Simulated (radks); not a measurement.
The numbers below are computed, except where a source is named.
Spherical quantum dot in the effective-mass picture: electrons in a parabolic well V = omega^2 r^2 / 2 with omega = 2.73, all in effective atomic units (hartree* = m*/eps^2 hartree, bohr* = eps/m* bohr), one dielectric constant everywhere. Level of theory: non-relativistic Kohn-Sham, LDA (Slater exchange, Perdew-Wang correlation), spin-polarised, spherical densities (a radial shooting solver with Libxc functionals). Levels are named by radial order and angular momentum (1s, 1p, 1d, 2s, ...), and open shells are averaged over m. Results are scaled to m* = 0.133 and eps = 11.4, for which hartree* = 27.85 meV and bohr* = 4.536 nm.

N = 5, configuration 1s2 1p(up 3, down 0). This is the lowest configuration that the search found. Occupied and some empty levels:

level    occupation  eigenvalue (meV)  <r> (nm)
1s up             1            237.83     3.446
1s down           1            244.80     3.432
1p up             3            299.72     4.455
1p down           0            307.10     4.474
1d up             0            365.39     5.241
2s up             0            371.70     4.822
1d down           0            372.16     5.278
2s down           0            376.67     4.854
1f up             0            433.59     5.912
1f down           0            439.41     5.955

Energy (meV): total 1062.78, kinetic 340.26, external 469.31, Hartree 349.46, exchange-correlation -96.258.
